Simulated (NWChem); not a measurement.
System: Si2H5O2Cl; SMILES O[Si@@H](Cl)O[SiH3]

Input file for NWChem:

```
start job
memory heap 200 mb stack 900 mb global 1100 mb
geometry units angstroms
  O      1.216200     0.181473    -1.833947
  Si     0.068431    -0.328345    -0.823078
  Cl     0.789145    -1.694340     0.459735
  O     -0.496152     0.902628     0.051000
  Si    -1.345766     1.658208     1.213769
  H      2.014286     0.624111    -1.553838
  H     -0.954731    -0.857661    -1.691715
  H     -2.679850     1.874514     0.660533
  H     -0.597557     2.892635     1.434732
  H     -1.376905     0.798687     2.394748
end
basis spherical
  * library def2-svp
end
dft
  xc pbe0
  iterations 150
end
driver
  maxiter 120
end
task dft optimize
task dft freq
```

Excerpt of the output:

```
             Northwest Computational Chemistry Package (NWChem) 7.3.0
             --------------------------------------------------------

 C1  symmetry detected

                             Geometry "geometry" -> ""
                             -------------------------

 Output coordinates in angstroms (scale by  1.889725989 to convert to a.u.)

  No.       Tag          Charge          X              Y              Z
 ---- ---------------- ---------- -------------- -------------- --------------
    1 O                    8.0000     1.74525480    -1.33665308     0.35506117
    2 Si                  14.0000     0.49241664    -0.66247058    -0.40323871
    3 Cl                  17.0000    -1.22970602    -1.55993278     0.10650176
    4 O                    8.0000     0.36317044     0.89258508     0.00068969
    5 Si                  14.0000    -0.29710072     2.37652222     0.08284437
    6 H                    1.0000     1.84516439    -1.35682016     1.30424085
    7 H                    1.0000     0.80941378    -0.80826963    -1.80317499
    8 H                    1.0000     0.12357343     3.07134380    -1.13078437
    9 H                    1.0000     0.27419559     2.93637591     1.30457910
   10 H                    1.0000    -1.74916959     2.23204840     0.15412337

 Effective nuclear repulsion energy (a.u.)     375.2042942682

                                Z-matrix (autoz)
                                --------

 Units are Angstrom for bonds and degrees for angles

      Type          Name      I     J     K     L     M      Value
      ----------- --------  ----- ----- ----- ----- ----- ----------
    1 Stretch                  1     2                       1.61219
    2 Stretch                  1     6                       0.95464
    3 Stretch                  2     3                       2.00773
    4 Stretch                  2     4                       1.61185
    5 Stretch                  2     7                       1.44276
    6 Stretch                  4     5                       1.62628
    7 Stretch                  5     8                       1.46036
    8 Stretch                  5     9                       1.46029
    9 Stretch                  5    10                       1.46098
   10 Bend                     1     2     3               111.11331
   11 Bend                     1     2     4               110.35806
   12 Bend                     1     2     7               104.08682
   13 Bend                     2     1     6               123.90588
   14 Bend                     2     4     5               157.74965
   15 Bend                     3     2     4               107.38856
   16 Bend                     3     2     7               112.93212
   17 Bend                     4     2     7               110.99417
   18 Bend                     4     5     8               105.97451
   19 Bend                     4     5     9               103.48892
   20 Bend                     4     5    10               108.40653
   21 Bend                     8     5     9               113.58951
   22 Bend                     8     5    10               111.95646
   23 Bend                     9     5    10               112.70142
   24 Torsion                  1     2     4     5        -171.76445
   25 Torsion                  2     4     5     8         -85.73841
   26 Torsion                  2     4     5     9         154.47766
   27 Torsion                  2     4     5    10          34.60317
   28 Torsion                  3     2     1     6         -61.19523
   29 Torsion                  3     2     4     5         -50.51166
   30 Torsion                  4     2     1     6          57.81593
   31 Torsion                  5     4     2     7          73.37183
   32 Torsion                  6     1     2     7         176.96640

                           NWChem Geometry Optimization
                           ----------------------------

 maximum gradient threshold         (gmax) =   0.000450
 rms gradient threshold             (grms) =   0.000300
 maximum cartesian step threshold   (xmax) =   0.001800
 rms cartesian step threshold       (xrms) =   0.001200
 fixed trust radius                (trust) =   0.300000
 source of zmatrix                         =   autoz

          -------------------
          Energy Minimization
          -------------------

 Using diagonal initial Hessian
 Scaling for Hessian diagonals: bonds = 1.00  angles = 0.25  torsions = 0.10

          --------
          Step   0

                                 NWChem DFT Module
                                 -----------------

 Summary of "ao basis" -> "ao basis" (spherical)
 ------------------------------------------------------------------------------
       Tag                 Description            Shells   Functions and Types
 ---------------- ------------------------------  ------  ---------------------
 O                          def2-svp                 6       14   3s2p1d
 Si                         def2-svp                 8       18   4s3p1d
 Cl                         def2-svp                 8       18   4s3p1d
 H                          def2-svp                 3        5   2s1p

            General Information
            -------------------
          SCF calculation type: DFT
          Wavefunction type:  closed shell.
          No. of atoms     :    10
          No. of electrons :    66
           Alpha electrons :    33
            Beta electrons :    33
          Charge           :     0
          Spin multiplicity:     1
          Use of symmetry is: off; symmetry adaption is: off
          Maximum number of iterations: 150
          AO basis - number of functions:   107
                     number of shells:    51
          Convergence on energy requested:  1.00D-06
          Convergence on density requested:  1.00D-05
          Convergence on gradient requested:  5.00D-04

              XC Information
              --------------
                         PBE0 Method XC Functional
                     Hartree-Fock (Exact) Exchange  0.250
          PerdewBurkeErnzerhof Exchange Functional  0.750
            Perdew 1991 LDA Correlation Functional  1.000 local
           PerdewBurkeErnz. Correlation Functional  1.000 non-local

             Grid Information
             ----------------
          Grid used for XC integration:  medium
          Radial quadrature: Mura-Knowles
          Angular quadrature: Lebedev.
          Tag              B.-S. Rad. Rad. Pts. Rad. Cut. Ang. Pts.
          ---              ---------- --------- --------- ---------
          O                   0.60       49          12.0       434
          Si                  1.10       88          11.0       590
          Cl                  1.00       88          12.0       590
          H                   0.35       45          13.0       434
          Grid pruning is: on
          Number of quadrature shells:   587
          Spatial weights used:  Erf1

      Superposition of Atomic Density Guess
      -------------------------------------

 Sum of atomic energies:       -1188.67931065

      Non-variational initial energy
      ------------------------------

 Total energy =   -1190.438394
 1-e energy   =   -2391.863029
 2-e energy   =     826.220341
 HOMO         =      -0.398714
 LUMO         =       0.048899

[...]

      ----------------------
      Optimization converged
      ----------------------

  Step       Energy      Delta E   Gmax     Grms     Xrms     Xmax
  ---- ---------------- -------- -------- -------- -------- --------
@   40   -1191.81103970  1.2D-08  0.00001  0.00000  0.00031  0.00079
                                     ok       ok       ok       ok

                                Z-matrix (autoz)
                                --------

 Units are Angstrom for bonds and degrees for angles

      Type          Name      I     J     K     L     M      Value     Gradient
      ----------- --------  ----- ----- ----- ----- ----- ---------- ----------
    1 Stretch                  1     2                       1.64111    0.00001
    2 Stretch                  1     6                       0.96206    0.00000
    3 Stretch                  2     3                       2.07273    0.00000
    4 Stretch                  2     4                       1.63986   -0.00001
    5 Stretch                  2     7                       1.47218   -0.00000
    6 Stretch                  4     5                       1.66747   -0.00001
    7 Stretch                  5     8                       1.49144   -0.00000
    8 Stretch                  5     9                       1.48845    0.00000
    9 Stretch                  5    10                       1.49203   -0.00000
   10 Bend                     1     2     3               110.39144   -0.00000
   11 Bend                     1     2     4               111.79200    0.00000
   12 Bend                     1     2     7               106.71221   -0.00000
   13 Bend                     2     1     6               118.50821    0.00000
   14 Bend                     2     4     5               144.89806   -0.00000
   15 Bend                     3     2     4               106.68322    0.00000
   16 Bend                     3     2     7               109.69845    0.00000
   17 Bend                     4     2     7               111.59316   -0.00000
   18 Bend                     4     5     8               110.37873    0.00000
   19 Bend                     4     5     9               107.54303    0.00000
   20 Bend                     4     5    10               110.02067   -0.00000
   21 Bend                     8     5     9               109.82510   -0.00000
   22 Bend                     8     5    10               109.48072    0.00000
   23 Bend                     9     5    10               109.56682   -0.00000
   24 Torsion                  1     2     4     5        -129.26098    0.00000
   25 Torsion                  2     4     5     8         -51.05631    0.00000
   26 Torsion                  2     4     5     9        -170.84971    0.00000
   27 Torsion                  2     4     5    10          69.87397    0.00000
   28 Torsion                  3     2     1     6         -59.71941   -0.00000
   29 Torsion                  3     2     4     5          -8.49328   -0.00000
   30 Torsion                  4     2     1     6          58.86572    0.00000
   31 Torsion                  5     4     2     7         111.31219    0.00000
   32 Torsion                  6     1     2     7        -178.86783    0.00000

                         Geometry "geometry" -> "geometry"
                         ---------------------------------

 Output coordinates in angstroms (scale by  1.889725989 to convert to a.u.)

  No.       Tag          Charge          X              Y              Z
 ---- ---------------- ---------- -------------- -------------- --------------
    1 O                    8.0000     1.46590018    -1.54776426     0.62769302
    2 Si                  14.0000     0.74313601    -0.59470137    -0.49593138
    3 Cl                  17.0000    -1.22465759    -1.17993883    -0.78137851
    4 O                    8.0000     0.70380826     0.97627491    -0.02727958
    5 Si                  14.0000    -0.26803563     2.31651560     0.17201794
    6 H                    1.0000     1.09329112    -1.57582404     1.51422150
    7 H                    1.0000     1.49889771    -0.76799175    -1.74737713
    8 H                    1.0000    -1.04493201     2.58440533    -1.07259863
    9 H                    1.0000     0.61912748     3.47337971     0.47216711
   10 H                    1.0000    -1.20932280     2.10037388     1.30930790

 Effective nuclear repulsion energy (a.u.)     371.9020423595

                Final and change from initial internal coordinates
                --------------------------------------------------

                                Z-matrix (autoz)
                                --------

 Units are Angstrom for bonds and degrees for angles

[...]

 Rotational Constants
 --------------------
 A=   0.111439 cm-1  (  0.160332 K)
 B=   0.053851 cm-1  (  0.077478 K)
 C=   0.039527 cm-1  (  0.056869 K)

 Temperature                      =   298.15K
 frequency scaling parameter      =   1.0000

 Zero-Point correction to Energy  =   34.774 kcal/mol  (  0.055416 au)
 Thermal correction to Energy     =   39.893 kcal/mol  (  0.063573 au)
 Thermal correction to Enthalpy   =   40.485 kcal/mol  (  0.064517 au)

 Total Entropy                    =   92.641 cal/mol-K
   - Translational                =   40.435 cal/mol-K (mol. weight = 127.9517)
   - Rotational                   =   28.298 cal/mol-K (symmetry #  =        1)
   - Vibrational                  =   23.909 cal/mol-K

 Cv (constant volume heat capacity) =   26.259 cal/mol-K
   - Translational                  =    2.979 cal/mol-K
   - Rotational                     =    2.979 cal/mol-K
   - Vibrational                    =   20.301 cal/mol-K

[normal modes left out]

 ----------------------------------------------------------------------------
 Normal Eigenvalue ||           Projected Infra Red Intensities
  Mode   [cm**-1]  || [atomic units] [(debye/angs)**2] [(KM/mol)] [arbitrary]
 ------ ---------- || -------------- ----------------- ---------- -----------
    1       -0.000 ||    0.000208           0.005         0.203       0.023
    2        0.000 ||    0.000033           0.001         0.033       0.004
    3        0.000 ||    0.000203           0.005         0.198       0.023
    4        0.000 ||    0.000002           0.000         0.002       0.000
    5        0.000 ||    0.000080           0.002         0.078       0.009
    6        0.000 ||    0.000137           0.003         0.134       0.015
    7       34.762 ||    0.000382           0.009         0.372       0.043
    8       53.403 ||    0.000452           0.010         0.440       0.051
    9       60.616 ||    0.000529           0.012         0.515       0.059
   10      169.471 ||    0.048420           1.117        47.203       5.441
   11      263.855 ||    0.022311           0.515        21.749       2.507
   12      308.359 ||    0.082472           1.903        80.397       9.268
   13      341.655 ||    0.045555           1.051        44.409       5.119
   14      529.293 ||    0.061040           1.408        59.505       6.860
   15      625.789 ||    0.053418           1.232        52.074       6.003
   16      724.997 ||    0.066260           1.529        64.593       7.446
   17      735.834 ||    0.052395           1.209        51.078       5.888
   18      776.884 ||    0.093376           2.154        91.028      10.494
   19      829.366 ||    0.237467           5.479       231.495      26.687
   20      879.080 ||    0.277113           6.393       270.143      31.142
   21      947.139 ||    0.060352           1.392        58.834       6.782
   22      948.853 ||    0.084074           1.940        81.960       9.448
   23      953.536 ||    0.163772           3.778       159.653      18.405
   24      989.660 ||    0.332729           7.676       324.361      37.392
   25     1114.988 ||    0.440348          10.159       429.273      49.486
   26     2246.823 ||    0.093352           2.154        91.005      10.491
   27     2251.250 ||    0.113420           2.617       110.567      12.746
   28     2267.293 ||    0.122399           2.824       119.321      13.755
   29     2351.013 ||    0.096329           2.222        93.906      10.825
   30     3932.699 ||    0.120881           2.789       117.841      13.585
 ----------------------------------------------------------------------------
```

Level: PBE0/def2-SVP.
